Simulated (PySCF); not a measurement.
SMILES CC(C)(O[SiH2]C)C (C5H14OSi), singlet (GFN2-xTB optimised geometry):

```
21

Si    -2.096    -0.770     0.000
C     -2.517    -1.673    -1.605
O     -0.483    -0.770     0.000
C      0.490    -0.268     0.886
C      1.850    -0.626     0.279
C      0.335    -0.924     2.259
C      0.350     1.250     1.009
H     -2.657     0.590     0.000
H     -2.657    -1.475     1.163
H     -2.119    -2.683    -1.615
H     -3.594    -1.740    -1.718
H     -2.124    -1.156    -2.474
H      1.933    -1.705     0.174
H      1.943    -0.177    -0.706
H      2.657    -0.267     0.912
H     -0.619    -0.644     2.698
H      1.137    -0.608     2.921
H      0.365    -2.006     2.155
H     -0.605     1.498     1.464
H      1.152     1.655     1.621
H      0.392     1.705     0.023
```

Calculation: PBE0/def2-SVP (PySCF 2.14.0).

Question: What are the frontier orbital energies and the dipole moment?

Answer: HOMO-2 -9.10 eV, HOMO-1 -8.05 eV, HOMO -7.77 eV, LUMO 1.22 eV, LUMO+1 1.89 eV; dipole moment 0.81 D.

On the same geometry PBE/def2-SVP (PySCF) gives HOMO-2 -7.70 eV, HOMO-1 -6.58 eV, HOMO -6.26 eV, LUMO 0.37 eV, LUMO+1 1.04 eV; dipole moment 0.75 D.

Meta-Löwdin charges at PBE0/def2-SVP: Si1 0.85, C2 -0.55, O3 -0.62, C4 0.27, C5 -0.30, C6 -0.31, C7 -0.31, H8 -0.14, H9 -0.14, H10 0.12, H11 0.11, H12 0.12, H13 0.10, H14 0.10, H15 0.10, H16 0.10, H17 0.10, H18 0.10, H19 0.10, H20 0.10, H21 0.10.
